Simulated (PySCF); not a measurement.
# EPR parameters of C5H11N2Si

Species: C5H11N2Si (doublet state).
Structure used (GFN2-xTB), in Å, numbered top down from 1:
```xyz
19
C5H11N2Si angstrom
C     -3.2374   -0.0488   -0.9500
C     -1.9448    0.2226   -0.8343
C     -0.9271   -0.7012   -0.2220
C     -0.6397   -0.1335    1.1248
N      0.5439    0.5657    1.1566
Si     1.4204    0.4888   -0.3399
C      3.2004   -0.1189   -0.1759
N      0.3408   -0.7104   -0.9234
H     -3.6373   -1.0107   -0.6750
H     -3.9439    0.6769   -1.3157
H     -1.5480    1.1909   -1.1079
H     -1.3351   -1.7199   -0.1650
H     -1.4235    0.0919    1.8242
H      0.7341    1.1226    1.9701
H      1.3959    1.8100   -1.0028
H      3.7892    0.5869    0.3997
H      3.2668   -1.0877    0.3073
H      3.6609   -0.2001   -1.1537
H      0.2746   -1.0159   -1.8792
```

The hyperfine couplings belong to this conformer and change with its torsions.

The species is `C=C[C@@H]1[CH]N[Si@@H](C)N1` [radical].

Method: PySCF, UKS B3LYP, pcH-1 on C H N Si, non-relativistic, mean-field spin-orbit, GIAO. Geometry: GFN2-xTB, one conformer, isolated molecule. A GFN2-xTB geometry isn't a minimum of the functional, and hyperfine couplings can be far from their values at a DFT geometry. The SCF solution wasn't tested for stability.

```
g1, g2, g3                      : 2.00223, 2.00292, 2.00330
g_iso                           : 2.00282
Form of g                       : rhombic: the two nearest values differ by 36 % of g3 − g1
⟨S²⟩                            : 0.7545 (exact 0.7500)
α and β electrons               : 35, 34
HOMO–LUMO gap, α and β orbitals : 3.86, 5.88 eV
Total energy                    : -596.16212 Eh
Basis functions                 : 320
```

Isotropic coupling and dipolar principal values T1 to T3, in MHz:

```csv
atom,isotope,a_iso,of which spin–orbit,T1,T2,T3,Mulliken spin population
C1,13C,5.8,0.0,-6.9,-6.0,12.9,0.09
C2,13C,55.4,0.0,-8.5,-1.4,9.9,0.00
C3,13C,-20.8,0.0,-1.5,-0.7,2.2,-0.05
C4,13C,112.7,-0.1,-67.0,-66.7,133.7,0.80
N5,14N,8.1,0.0,-11.7,-11.0,22.6,0.17
Si6,29Si,7.1,0.0,-1.6,0.2,1.5,0.01
C7,13C,3.9,0.0,-0.4,-0.4,0.8,0.00
N8,14N,-0.6,0.0,-0.5,0.0,0.5,0.00
H9,1H,-4.5,0.0,-2.2,-0.5,2.7,0.00
H10,1H,-2.5,0.0,-3.6,-0.8,4.4,0.00
H11,1H,-1.3,0.0,-3.0,-2.0,5.1,0.00
H12,1H,58.2,0.0,-4.7,-3.9,8.6,0.02
H13,1H,-34.5,0.0,-32.0,0.2,31.8,-0.03
H14,1H,-15.7,0.0,-13.5,-5.1,18.7,-0.01
H15,1H,11.6,0.0,-2.1,-1.6,3.8,0.01
H16,1H,-0.2,0.0,-1.1,-1.0,2.1,0.00
H17,1H,-0.2,0.0,-1.3,-1.1,2.4,0.00
H18,1H,0.2,0.0,-0.8,-0.7,1.5,0.00
H19,1H,-2.4,0.0,-1.8,-1.4,3.2,0.00
```

The Mulliken spin populations are largest on C4 (+0.80), N5 (+0.17) and C1 (+0.09). The angles at C4 add up to 354.6°, so it is nearly planar; its axial dipolar tensor and the negative coupling of its proton fit spin in a p orbital normal to that plane.

Axes: g2 points within 11° of the C4–N5 bond.

Under fast tumbling the dipolar parts average out, and these isotropic splittings remain (the largest six): 1 × 1H (H12, I = 1/2, 2 lines) with 2.08 mT, 1 × 1H (H13, I = 1/2, 2 lines) with 1.23 mT, 1 × 1H (H14, I = 1/2, 2 lines) with 0.56 mT, 1 × 1H (H15, I = 1/2, 2 lines) with 0.41 mT, 1 × 14N (N5, I = 1, 3 lines) with 0.29 mT and 1 × 1H (H9, I = 1/2, 2 lines) with 0.16 mT.

The 13C coupling of C4 (112.7 MHz) shows only in satellite lines or after enrichment, since that isotope makes up about 1.07 % of natural carbon.

The 29Si coupling of Si6 (7.1 MHz) shows only in satellite lines or after enrichment, since that isotope makes up about 4.7 % of natural silicon.

The run took 1.7 min wall (with the writing of density and orbital grids) on Arm Neoverse V2, one thread, on a shared host, and the process peaked at 1.0 GiB of memory.
